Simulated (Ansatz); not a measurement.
`FC(F)=[CH][AlH2]` + `C=CC[SiH3]` → `[AlH2][CH2][SiH3]` + `C=CC=C(F)F` at 298.15 K and 1 bar (formal exchange of groups at the Al–C bond).

Computed with Ansatz on PBE0-D4/def2-TZVP structures; ΔE is electronic, products minus reactants. CCSD(T)/CBS is the MP2 limit (def2-TZVPP, def2-QZVPP) plus CCSD(T) − MP2 in def2-TZVPP, frozen cores. Each species was taken in one conformer, which may not be the lowest.

```tsv
species	CCSD(T)/CBS energy (Eh)	H − E (kJ/mol)	S (J/(mol·K))
`FC(F)=[CH][AlH2]`	-519.46323	124.9	326.7
`C=CC[SiH3]`	-408.02402	267.8	319.8
`[AlH2][CH2][SiH3]`	-573.34237	187.8	329.6
`C=CC=C(F)F`	-354.14670	203.4	321.5
```

H − E and S are ideal-gas, rigid-rotor, harmonic terms from PBE0-D4/def2-TZVP, for one conformer and one mirror image of each species. 1 Eh = 2625.50 kJ/mol, R = 8.31446 J/(mol·K).

By hand: ΔE, ΔH, ΔS and ΔG.

ΔE = (-573.34237) + (-354.14670) − (-519.46323) − (-408.02402) = -0.00182 Eh = -4.8 kJ/mol. Δ(H − E) = 187.8 + 203.4 − 124.9 − 267.8 = -1.5, so ΔH = -6.3 kJ/mol. ΔS = 329.6 + 321.5 − 326.7 − 319.8 = 4.6 J/(mol·K). ΔG = -6.3 − 298.15 × (4.6)/1000 = -7.7 kJ/mol.

By hand: the equilibrium constant, and the temperature at which ΔG would vanish if ΔH and ΔS stayed fixed.

log₁₀ K = −ΔG/(RT ln 10) = 1.3. ΔH and −TΔS have one sign here, so there is no such temperature. One of them is within its doubt of zero, so this could turn.

The number of gas molecules stays the same, so ΔS is small and ΔH decides. A doubt of 5 kJ/mol in ΔE shifts log₁₀ K by 0.9 here. Other conformers and mirror images would add mixing entropy, several J/(mol·K) or more a flexible species. These are equilibria of isolated gas molecules and say nothing of rates. Largest T1 diagnostic: 0.012 (customary marks: 0.02 for closed shells, 0.045 for open ones).
